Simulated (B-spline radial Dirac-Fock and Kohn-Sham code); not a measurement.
X-ray form factors of dysprosium in several charge states

Method: relativistic Hartree-Fock (Dirac-Fock) wave functions, averaged over the configuration. Computed with a radial B-spline solver.

Configurations: Dy¹⁷⁺ [Kr] 4d10 4f3; Dy¹⁸⁺ [Kr] 4d10 4f2; Dy¹⁹⁺ [Kr] 4d10 4f1; Dy²⁰⁺ [Kr] 4d10. The first column is f₀ of Dy¹⁷⁺, the others are differences from it.

```tsv
s (Å⁻¹)	Dy¹⁷⁺	Δ Dy¹⁸⁺	Δ Dy¹⁹⁺	Δ Dy²⁰⁺
0	49.000	-1.000	-2.000	-3.000
0.05	48.842	-0.990	-1.980	-2.971
0.1	48.371	-0.959	-1.921	-2.886
0.15	47.604	-0.910	-1.827	-2.750
0.2	46.565	-0.846	-1.702	-2.568
0.25	45.286	-0.769	-1.553	-2.351
0.3	43.804	-0.683	-1.387	-2.108
0.35	42.162	-0.593	-1.211	-1.850
0.4	40.402	-0.502	-1.032	-1.587
0.45	38.567	-0.414	-0.857	-1.328
0.5	36.699	-0.330	-0.691	-1.081
0.6	33.006	-0.188	-0.404	-0.650
0.7	29.560	-0.083	-0.190	-0.321
0.8	26.511	-0.015	-0.047	-0.099
0.9	23.922	+0.022	+0.034	+0.033
1	21.791	+0.038	+0.070	+0.096
1.1	20.067	+0.040	+0.079	+0.115
1.2	18.678	+0.036	+0.073	+0.111
1.4	16.590	+0.025	+0.054	+0.086
1.6	14.996	+0.021	+0.045	+0.073
```
